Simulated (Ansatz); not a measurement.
`[CH3][GeH]([Cl])[CH]=O` + H–F → `[CH3][GeH]([F])[Cl]` + `C=O`  (ligand exchange at a Ge–C bond)

Program: Ansatz. Geometries: PBE0-D4/def2-TZVP. ΔE: electronic, gas phase. CCSD(T)/CBS adds triple-zeta CCSD(T) − MP2 to the extrapolated MP2 energy (def2 sets, frozen cores). This one scheme is used for every species. Functionals use def2-TZVPP. For Ge outer-core shells are correlated without core-valence functions, which leaves a few kJ/mol of doubt a bond. Scalar relativity is left out up to krypton. One conformer a species, not always the lowest.

Q: Is it downhill or uphill in electronic energy at CCSD(T)/CBS, and by how much? (An estimate is asked.)

A: The calculation gave: Downhill: ΔE = -0.87 eV.

Q: What do these levels give: PBE, PBE0, MP2/def2-TZVPP, SCS-MP2/def2-TZVPP, SCS-MP2/def2-QZVPP, HF/CBS(def2)? (Best estimate.)

A: Ansatz gave: PBE -0.85, PBE0 -0.88, MP2/def2-TZVPP -0.88, SCS-MP2/def2-TZVPP -0.96, SCS-MP2/def2-QZVPP -0.95, HF/CBS(def2) -1.21 eV.

Largest T1 diagnostic among the species: 0.015.

In def2-TZVPP, CCSD(T) changes the Hartree–Fock value by +0.30 eV (the triples alone add +0.04 eV) and MP2 by +0.31 eV. From PBE to PBE0 (25 % exact exchange), in def2-TZVPP and without D4, ΔE moves by −0.03 eV. The D4 term adds +0.07 eV with B3LYP and +0.04 eV with PBE0; it sums over pairs of atoms, weighted by their polarisabilities, and B3LYP, whose exchange is more repulsive, gets the larger term.

B3LYP here is the variant with VWN-RPA as its local correlation; programs differ in this.
